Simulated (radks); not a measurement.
All-electron atom: Ce V in [Xe]. Method: scalar-relativistic Kohn-Sham, LDA (Slater exchange, VWN5 correlation), spin-polarised, spherical densities, finite nucleus; Fermi nuclear charge, rms radius 4.8771 fm; computed with a radial shooting solver on a logarithmic mesh with Libxc functionals.

Unscreened Slater integrals over Kohn-Sham orbitals (hartree). They are taken over the spin-up orbitals.

integral      value
F0(5p,5p)   0.54773
F2(5p,5p)   0.29737
F0(5p,5s)   0.57824
G1(5p,5s)   0.39095
F0(5p,4d)   0.67837
F2(5p,4d)   0.20366
G1(5p,4d)  0.058967
G3(5p,4d)  0.057790
F0(5p,4p)   0.68658
F2(5p,4p)   0.18723
G0(5p,4p)  0.037675
G2(5p,4p)  0.048879
F0(5s,5s)   0.61650
F0(5s,4d)   0.74926
G2(5s,4d)  0.085398
F0(5s,4p)   0.75977
G1(5s,4p)  0.059943
F0(4d,4d)    1.2212
F2(4d,4d)   0.62189
F4(4d,4d)   0.41621
F0(4d,4p)    1.2742
F2(4d,4p)   0.65367
G1(4d,4p)   0.83146
G3(4d,4p)   0.51993
F0(4p,4p)    1.3359
F2(4p,4p)   0.70088
